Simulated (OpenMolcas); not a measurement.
# Pd2+: effect of the basis set

| Property | Result |
| --- | --- |
| Program | OpenMolcas 26.06 |
| Method | CASSCF |
| Active space | 8 electrons in 6 orbitals (4d 5s) |
| State averaging | 2S+1 = 3 even, 55 roots; 2S+1 = 5 even, 10 roots kept (CI in the orbitals of an earlier block); 2S+1 = 1 even, 43 roots kept (CI in the orbitals of an earlier block) |
| Spin-orbit coupling | RASSI with atomic mean-field integrals over the reference wave functions, term energies averaged over their components |

A. ANO-R1 [6s4p3d1f], X2C, finite nucleus; cost of the order of 70 core-seconds
B. ANO-RCC-VDZP [6s5p3d1f], DKH2, point nucleus; cost of the order of 50 core-seconds
C. ANO-RCC-VTZP [7s6p4d2f1g], DKH2, point nucleus; cost roughly 60 core-seconds
D. ANO-RCC-VQZP [8s7p5d3f2g1h], DKH2, point nucleus; cost of the order of 50 core-seconds

Energies in cm⁻¹ above 4d⁸ ³F₄, the measured ground level; measured values from Moore, Atomic Energy Levels, vol. III, NSRDS-NBS 35 (1971 reprint of NBS Circular 467, 1958).

| Level | A | B | C | D | Measured |
| --- | --- | --- | --- | --- | --- |
| 4d⁸ ³F₄ | 0.0 | 0.0 | 0.0 | 0.0 | 0.0 |
| 4d⁸ ³F₃ | 3457 | 3534 | 3297 | 3286 | 3230 |
| 4d⁸ ³F₂ | 5227 | 5334 | 5044 | 5029 | 4687 |
| 4d⁸ ³P₁ | 17498 | 17816 | 17536 | 17488 | 13470 |
| 4d⁸ ³P₀ | 17826 | 18141 | 17881 | 17834 | 13699 |
| 4d⁸ ³P₂ [53 %] | 18061 | 18375 | 18033 | 17992 |  |
| 4d⁸ ¹G₄ | 21850 | 22090 | 22041 | 22018 | 17880 |
| 4d⁷ 5s ⁵F₅ | 49106 | 50054 | 48928 | 46478 | 52916 |
| 4d⁸ ¹S₀ | 51164 | 51601 | 51902 | 51853 |  |
| 4d⁷ 5s ⁵F₄ | 51273 | 52229 | 50991 | 48543 | 55089 |
| 4d⁷ 5s ⁵F₃ | 52934 | 53948 | 52581 | 50124 | 56742 |
| 4d⁷ 5s ⁵F₂ | 54072 | 55117 | 53678 | 51216 | 57845 |
| 4d⁷ 5s ⁵F₁ | 54780 | 55840 | 54364 | 51899 | 58527 |
| 4d⁷ 5s ³F₄(1) | 60612 | 59174 | 59894 | 58314 |  |
| 4d⁷ 5s ³F₃(1) | 63525 | 62138 | 62678 | 61089 |  |
| 4d⁷ 5s ³F₂(1) | 65254 | 63893 | 64372 | 62776 |  |
| 4d⁷ 5s ⁵P₃ | 65481 | 66551 | 65423 | 62969 | 65708 |
| 4d⁷ 5s ⁵P₂ | 65790 | 66725 | 65737 | 63322 | 65788 |
| 4d⁷ 5s ⁵P₁ | 67030 | 68053 | 66933 | 64491 | 67151 |
| 4d⁷ 5s ³G₅ | 68650 | 69114 | 68567 | 66337 | 69986 |
| 4d⁷ 5s ³G₄ | 69743 | 70112 | 69604 | 67402 | 71047 |
| 4d⁷ 5s ³G₃ | 71459 | 71974 | 71230 | 68997 | 72786 |

Deviations, from unrounded energies. A percentage is the sum of absolute deviations over the sum of measured energies, with the sign that they share, or ± where signs differ.

```json
{"Against measurement": "mean absolute deviation (cm-1)", "Levels": "16", "A": "2300", "B": "2100", "C": "2400", "D": "4000"}
{"Against measurement": "fine structure of the ground term (%)", "Levels": "2", "A": "+9.7", "B": "+12.0", "C": "+5.4", "D": "+5.0"}
{"Against measurement": "other terms of the ground configuration (%)", "Levels": "3", "A": "+26.9", "B": "+28.8", "C": "+27.5", "D": "+27.3"}
{"Against measurement": "other configurations (%)", "Levels": "11", "A": "±3.4", "B": "±2.8", "C": "-3.7", "D": "-7.5"}
```

B lies closest to measurement on these levels and D furthest from it. The largest miss of B in the table is 4d⁸ ³P₀, by +4400 cm-1. The ranking rests on the paired levels alone, and a cruder setting can come out closer through cancelling errors.

Among A to D the level of the table that moves most is 4d⁷ 5s ⁵F₁, by 3900 cm-1 (lowest in D, highest in B).

Without dynamic correlation excited terms often stand tens of per cent too high (terms of higher spin than the ground term too low), and those without a measured partner can miss by more than the paired ones. Terms from blocks run as CI alone lack orbitals of their own. A single d shell beside an s shell can misplace configurations of different d count against each other. Computed and measured levels are paired by configuration, term and J; levels that our copy of the source lacks, or whose pairing is in doubt (as where it misses far off the trend of its configuration), stay unpaired and out of the deviations. Only configurations of the active space appear. Levels that lie high or do not pair safely by name in every column are left out.

A share in square brackets marks a mixed level and gives the weight of the term that names it, the lowest over the columns. A number in round brackets counts repeated terms of one configuration in the order of the reference energies.
